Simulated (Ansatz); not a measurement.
Two isomers of C2H7NOSi: A = `CN(C)[Si]O`, B = `C1CO[SiH2]N1`.

Calculated with Ansatz (gas phase, PBE0-D4/def2-TZVP geometries, no zero-point term in ΔE). CCSD(T)/CBS adds triple-zeta CCSD(T) − MP2 to the extrapolated MP2 energy (def2 sets, frozen cores). DFT in def2-TZVPP. B3LYP here is the variant with VWN-RPA as its local correlation; programs differ in this. Each species was taken in one conformer, which may not be the lowest.

(1) Which is lower in electronic energy at CCSD(T)/CBS, and by how much? (Estimate.)

(2) Give E(B) − E(A) in kcal/mol with CCSD(T)/def2-TZVPP, B2PLYP, B3LYP-D4, CCSD/def2-TZVPP, ωB97M-V, LDA (SPW92), CCSD(T)/def2-SVP. (Estimate.)

(3) Does the order hold for the free energy at 298.15 K (harmonic terms from PBE0-D4)? (An estimate is asked.)

Largest T1 diagnostic: 0.013.

Answers

(1) The calculation gave: B, by 7.4 kcal/mol.

(2) Computed: CCSD(T)/def2-TZVPP -6.7, B2PLYP -5.8, B3LYP-D4 -4.2, CCSD/def2-TZVPP -7.7, ωB97M-V -5.9, LDA (SPW92) -5.8, CCSD(T)/def2-SVP -5.2. None reverses the order clearly.

(3) The calculation gave: Yes: G(B) − G(A) = -6.8 kcal/mol, for one conformer each. Modes under 60 cm⁻¹, often nearly free rotors, make the harmonic entropy too high.

In def2-TZVPP, CCSD(T) changes the Hartree–Fock value by +6.9 kcal/mol (the triples alone add +1.1 kcal/mol) and MP2 by +5.5 kcal/mol. At CCSD(T), def2-SVP lies +2.1 kcal/mol from the extrapolated value and def2-TZVPP +0.7 kcal/mol.
